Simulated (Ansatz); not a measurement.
CH3FSSi, SMILES `FC1[SiH2]S1` from Hartree–Fock to CCSD(T)

```xyz
7

F     0.8324   -1.6208   -0.7525
C     0.7004   -0.2822   -0.5168
Si   -0.7795    0.3465    0.4097
S     1.1660    0.2534    1.1802
H     1.2111    0.2819   -1.2925
H    -1.7677   -0.6496    0.8713
H    -1.3625    1.6708    0.1006
```

Total charge 0; spin multiplicity 1. Geometry: relaxed with PBE0-D4/def2-TZVP. Frozen core, restricted reference, Ansatz 0.2.0. CBS rows extrapolate triple and quadruple zeta; past MP2 they add the triple-zeta difference.

| basis | HF (Eh) | MP2 corr. |
| --- | --- | --- |
| def2-SVP | -825.15622 | -0.54181 |
| def2-TZVPP | -825.57323 | -0.70455 |
| def2-QZVPP | -825.59947 | -0.76471 |

Question: Estimate the CCSD correlation energy and the (T) correction in each basis where they were run (hartree).

Answer: 
```csv
basis,CCSD corr.,(T)
def2-SVP,-0.57982,-0.01724
def2-TZVPP,-0.73830,-0.03145
CBS(def2),-0.84303,as TZ
```
